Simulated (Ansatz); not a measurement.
Cartesian coordinates in Å:
```
C -1.460 -1.134 -0.755
Sn -0.422 0.676 -0.328
F 0.279 1.224 -2.050
Si 1.672 0.478 1.165
F 2.285 -0.995 0.986
H -1.992 -1.482 0.130
H -0.748 -1.895 -1.071
H -2.174 -0.948 -1.557
H -1.474 1.958 0.102
H 2.707 1.467 0.778
H 1.327 0.650 2.601
```

Total charge 0; spin multiplicity 1. Sn takes the def2 core potential.

Task: List the r2SCAN/def2-TZVPP orbital energies in eV (the Gaussian-basis code of Ansatz). (Best estimate.)

Result: Computed: Occupied: -1792.39, -666.38, -664.50, -273.34, -142.73, -137.39, -97.64, -97.58, -97.55, -92.26, -92.18, -92.15, -31.45, -29.39, -26.62, -26.59, -26.53, -26.52, -26.18, -18.31, -14.56, -12.78, -11.59, -11.38, -11.11, -10.70, -10.60, -9.43, -9.12, -8.99, -8.87, -7.77, -7.09. Lowest empty: -1.47, -1.40, -0.63, 0.70, 1.09, 1.54, 1.66, 2.45.
